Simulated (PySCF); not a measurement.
Ge(H)(Me) (CH4Ge), SMILES [GeH][CH3] (connectivity only; charge and spin as stated), neutral, multiplicity 1. Heavy atoms are numbered as in [GeH:1][CH3:3]. Hydrogens are named by the atom that carries them.

The structure is a stationary point at ωB97X-D3(BJ)/def2-TZVP.

These are HF/pcSseg-2 run with PySCF values and carry that method's errors.

GIAO shieldings, no solvent; atoms alike by connectivity are averaged. δ = σ(ref) − σ: ⁷³Ge against GeH4 (σ = 1766.1 ppm); ¹H against TMS (σ = 31.98 ppm); ¹³C against TMS (σ = 193.3 ppm), references at their B3LYP-D3(BJ)/def2-TZVP geometries, non-relativistic.

```tsv
nucleus	atoms	count	δ (ppm)
⁷³Ge	Ge1 (GeH)	1	1868.1
¹H	H on Ge1	1	12.41
¹H	H on C3	3	1.96
¹³C	C3 (CH3)	1	37.0
```
